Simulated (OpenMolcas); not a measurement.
Ag3+ among 6 point charges of -1.36 e arranged as a trigonal prism (D3h), 2.04 Å from the ion, with a polar angle of 52.0° against the regular 49.1°.

* Program: OpenMolcas 26.06
* Method: SS-CASPT2, IPEA 0.25 Eh, imaginary shift 0.1 Eh (closed shells correlated: 4s 4p)
* Basis: ANO-RCC-VDZP [6s5p3d1f]
* Scalar Hamiltonian: DKH2, point nucleus
* Active space: 8 electrons in 5 orbitals (4d)
* State averaging: 2S+1 = 3 even, 10 roots; 2S+1 = 1 even, 15 roots
* Spin-orbit coupling: RASSI with atomic mean-field integrals over the reference wave functions

**Question.** What is the spin-free ground state (labels of D3, the rotations of D3h)?

**Answer.** 3A2, 1-fold in its orbital part, 98 % from free-ion F terms; it has the highest spin that d8 allows.

**Question.** Where is the first state of the same spin?

**Answer.** 3E at 1950 cm-1 above the ground state.

**Question.** What are the lowest two levels with spin-orbit coupling?

**Answer.** A 1-fold level A1, then a 2-fold level E 460 cm-1 above it. Their leading multiplicities are 3 (99 %) and 3 (99 %).

**Question.** What is χT at 300 K, and how does it compare with the textbook value?

**Answer.** The lowest level has 2S+1 = 3, for which the spin-only value is χT = S(S+1) / 2 = 1.000 cm3 K/mol (g = 2). The computed 2.602 at 300 K differs by +1.602, through orbital momentum, spin-orbit coupling and any other state in reach.

Roots that are degenerate in the reference are averaged as groups; the widest CASPT2 spread within a group is 74 cm-1 (the 2-fold group of multiplicity 3 near 5630 cm-1 above the lowest state of its run). Shifts and gaps below about the spread of the groups concerned are not significant. Spin-orbit coupling mixes the spin-free states strongly: the lowest level takes only 69 % from its leading state, 3A2. Real 4d8 and 5d8 ions are as a rule square planar and diamagnetic. Free-ion shares, where given, are those of the reference states; single-state CASPT2 does not remix them. This is an electrostatic model: the charges have no orbitals. No measured value stands beside these numbers.
